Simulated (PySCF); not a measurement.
C$_{2}$H$_{3}$O$_{2}$ (SMILES CO[C-]=O), charge -1, singlet, at a GFN2-xTB geometry; TPSS/STO-3G run with PySCF.

PySCF was given this input:
```python
from pyscf import gto, scf, dft

mol = gto.M(
    atom='''
C    -1.154129   -0.133685   -0.004759
O    -0.726708   -1.119467    0.601489
O     0.009632    0.801733   -0.467424
C     1.286913    0.412188   -0.148326
H     1.794436    1.158845    0.491028
H     1.240270   -0.545558    0.407536
H     1.905198    0.257566   -1.052575
''',
    basis='sto-3g',
    charge=-1,
    spin=0,
    verbose=4,
)

mf = dft.RKS(mol)
mf.xc = 'tpss'
mf.DIIS = scf.EDIIS
mf.kernel()
mf.analyze()
```

**Question.** Predict the main parts of the log of this PySCF run.

**Answer.** 
```
PySCF version 2.14.0

[INPUT] verbose = 4
[INPUT] num. atoms = 7
[INPUT] num. electrons = 32
[INPUT] charge = -1
[INPUT] spin (= nelec alpha-beta = 2S) = 0
[INPUT] symmetry False subgroup None
[INPUT] Mole.unit = angstrom
[INPUT] Symbol           X                Y                Z      unit          X                Y                Z       unit  Magmom
[...]
nuclear repulsion = 110.659013288945
number of shells = 15
number of NR pGTOs = 69
number of NR cGTOs = 23
basis = sto-3g
ecp = {}

******** <class 'pyscf.dft.rks.RKS'> ********
method = RKS
initial guess = minao
damping factor = 0
level_shift factor = 0
DIIS = <class 'pyscf.scf.diis.EDIIS'>
diis_start_cycle = 1
diis_space = 8
diis_damp = 0
SCF conv_tol = 1e-09
SCF conv_tol_grad = None
SCF max_cycles = 50
direct_scf = True
direct_scf_tol = 1e-13
XC library pyscf.dft.libxc version 7.1.2
    S. Lehtola, C. Steigemann, M. J. T. Oliveira, and M. A. L. Marques,  SoftwareX 7, 1–5 (2018)
XC functionals = tpss
    J. Tao, J. P. Perdew, V. N. Staroverov, and G. E. Scuseria,  Phys. Rev. Lett. 91, 146401 (2003)
    J. P. Perdew, J. Tao, V. N. Staroverov, and G. E. Scuseria,  J. Chem. Phys. 120, 6898 (2004)
    J. Tao, J. P. Perdew, V. N. Staroverov, and G. E. Scuseria,  Phys. Rev. Lett. 91, 146401 (2003)
    J. P. Perdew, J. Tao, V. N. Staroverov, and G. E. Scuseria,  J. Chem. Phys. 120, 6898 (2004)
radial grids:
    Treutler-Ahlrichs [JCP 102, 346 (1995); DOI:10.1063/1.469408] (M4) radial grids

becke partition: Becke, JCP 88, 2547 (1988); DOI:10.1063/1.454033
pruning grids: <function nwchem_prune>
grids dens level: 3
symmetrized grids: False
atomic radii adjust function: <function treutler_atomic_radii_adjust>
small_rho_cutoff = 0
Set gradient conv threshold to 3.16228e-05
Initial guess from minao.
tot grids = 85824
init E= -225.756133039049
[...]
cycle= 1 E= -225.171270185791  delta_E= 0.585  |g|= 0.622  |ddm|= 3.51
[...]
cycle= 2 E= -224.730464461924  delta_E= 0.441  |g|= 1.44  |ddm|= 2.46
[...]
cycle= 3 E= -225.175453293594  delta_E= -0.445  |g|= 0.631  |ddm|= 2.18
[...]
cycle= 4 E= -225.229229318749  delta_E= -0.0538  |g|= 0.505  |ddm|= 0.559
[...]
cycle= 5 E= -225.229229318896  delta_E= -1.46e-10  |g|= 0.505  |ddm|= 1.06e-09
[...]
cycle= 6 E= -225.229229319885  delta_E= -9.9e-10  |g|= 0.505  |ddm|= 3.98e-09
[...]
cycle= 7 E= -225.229229318874  delta_E= 1.01e-09  |g|= 0.505  |ddm|= 1.3e-08
[...]
cycle= 8 E= -225.229229318921  delta_E= -4.68e-11  |g|= 0.505  |ddm|= 1.14e-08
[...]
cycle= 9 E= -225.229229319058  delta_E= -1.37e-10  |g|= 0.505  |ddm|= 4.04e-09
[...]
cycle= 10 E= -225.213172807608  delta_E= 0.0161  |g|= 0.544  |ddm|= 0.23
[...]
cycle= 11 E= -224.531446419074  delta_E= 0.682  |g|= 1.75  |ddm|= 2.08
[...]
cycle= 12 E= -225.015741752546  delta_E= -0.484  |g|= 0.903  |ddm|= 2.68
[...]
cycle= 13 E= -225.145204387305  delta_E= -0.129  |g|= 0.704  |ddm|= 1.25
[...]
cycle= 14 E= -225.145204385263  delta_E= 2.04e-09  |g|= 0.704  |ddm|= 8.54e-09
[...]
cycle= 15 E= -225.145204390693  delta_E= -5.43e-09  |g|= 0.704  |ddm|= 2.27e-08
[...]
cycle= 16 E= -225.145204371361  delta_E= 1.93e-08  |g|= 0.704  |ddm|= 8.09e-08
[...]
cycle= 17 E= -225.145204383916  delta_E= -1.26e-08  |g|= 0.704  |ddm|= 5.25e-08
[...]
cycle= 18 E= -225.145204386531  delta_E= -2.61e-09  |g|= 0.704  |ddm|= 1.09e-08
[...]
cycle= 19 E= -225.145204385341  delta_E= 1.19e-09  |g|= 0.704  |ddm|= 4.98e-09
[...]
cycle= 20 E= -223.400284245588  delta_E= 1.74  |g|= 2.66  |ddm|= 3.07
[...]
cycle= 21 E= -224.177458777834  delta_E= -0.777  |g|= 1.84  |ddm|= 4.33
[...]
cycle= 22 E= -224.605995568906  delta_E= -0.429  |g|= 1.36  |ddm|= 3.18
[...]
cycle= 23 E= -225.040401190513  delta_E= -0.434  |g|= 0.876  |ddm|=  1.4
[...]
cycle= 24 E= -225.040401189496  delta_E= 1.02e-09  |g|= 0.876  |ddm|= 1.39e-08
[...]
cycle= 25 E= -225.040401192613  delta_E= -3.12e-09  |g|= 0.876  |ddm|= 1.85e-08
[...]
cycle= 26 E= -225.040401196817  delta_E= -4.2e-09  |g|= 0.876  |ddm|= 1.53e-08
[...]
cycle= 27 E= -225.040401190371  delta_E= 6.45e-09  |g|= 0.876  |ddm|= 1.74e-08
[...]
cycle= 28 E= -225.040401190206  delta_E= 1.66e-10  |g|= 0.876  |ddm|= 2.93e-09
[...]
cycle= 29 E= -221.326277217206  delta_E= 3.71  |g|= 3.28  |ddm|= 4.41
[...]
cycle= 30 E= -221.870460830753  delta_E= -0.544  |g|= 2.79  |ddm|= 5.81
[...]
cycle= 31 E= -221.43226051069  delta_E= 0.438  |g|= 2.28  |ddm|=  6.6
[...]
cycle= 32 E= -225.129772610962  delta_E= -3.7  |g|= 0.742  |ddm|= 5.67
[...]
cycle= 33 E= -225.129772611125  delta_E= -1.64e-10  |g|= 0.742  |ddm|= 3.89e-09
[...]
cycle= 34 E= -225.129772610952  delta_E= 1.73e-10  |g|= 0.742  |ddm|= 2.45e-09
[...]
cycle= 35 E= -225.129772609066  delta_E= 1.89e-09  |g|= 0.742  |ddm|= 7e-09
[...]
cycle= 36 E= -225.12977261103  delta_E= -1.96e-09  |g|= 0.742  |ddm|= 7.09e-09
[...]
cycle= 37 E= -225.129772636356  delta_E= -2.53e-08  |g|= 0.742  |ddm|= 1.42e-07
[...]
cycle= 38 E= -219.918649444588  delta_E= 5.21  |g|= 3.36  |ddm|= 4.84
[...]
cycle= 39 E= -214.077967576325  delta_E= 5.84  |g|= 4.35  |ddm|= 8.27
[...]
cycle= 40 E= -220.272244751711  delta_E= -6.19  |g|= 2.39  |ddm|= 9.91
[...]
cycle= 41 E= -224.772870994187  delta_E= -4.5  |g|= 1.09  |ddm|=  5.4
[...]
cycle= 42 E= -224.772870997799  delta_E= -3.61e-09  |g|= 1.09  |ddm|= 1.66e-08
[...]
cycle= 43 E= -224.772870989424  delta_E= 8.37e-09  |g|= 1.09  |ddm|= 3.16e-08
[...]
cycle= 44 E= -224.772870994663  delta_E= -5.24e-09  |g|= 1.09  |ddm|= 2.51e-08
[...]
cycle= 45 E= -224.772870994324  delta_E= 3.39e-10  |g|= 1.09  |ddm|= 1.31e-09
[...]
cycle= 46 E= -224.772870993529  delta_E= 7.95e-10  |g|= 1.09  |ddm|= 6.44e-09
[...]
cycle= 47 E= -213.947212379226  delta_E= 10.8  |g|= 3.99  |ddm|= 6.52
[...]
cycle= 48 E= -211.697318073286  delta_E= 2.25  |g|= 3.28  |ddm|= 10.8
[...]
cycle= 49 E= -220.225370434914  delta_E= -8.53  |g|= 2.37  |ddm|= 10.2
[...]
cycle= 50 E= -221.732500654364  delta_E= -1.51  |g|= 2.38  |ddm|= 1.73
SCF not converged.
SCF energy = -221.732500654364
**** SCF Summaries ****
Total Energy =                        -221.732500654364117
Nuclear Repulsion Energy =             110.659013288944905
One-electron Energy =                 -544.473417646426242
Two-electron Energy =                  212.081903703117234
Two-electron Coulomb Energy =          242.966067591253278
DFT Exchange-Correlation Energy =      -30.884163888136058
HOMO-LUMO gap [eV] =                     2.972598057566412
**** MO energy ****
[...]
 ** Mulliken pop on meta-lowdin orthogonal AOs  **
 ** Mulliken pop  **
[...]
 ** Mulliken atomic charges  **
charge of    0C =      2.88378
charge of    1O =     -1.29180
charge of    2O =     -1.56154
charge of    3C =     -1.14523
charge of    4H =      0.04240
charge of    5H =      0.02998
charge of    6H =      0.04240

WARN: System has nonzero charge -1; the dipole moment is origin-dependent.
Location of origin: [0. 0. 0.]

Dipole moment(X, Y, Z, Debye): -19.06791, -2.22491, -0.06914
```

The run did not converge; its last values are not results.
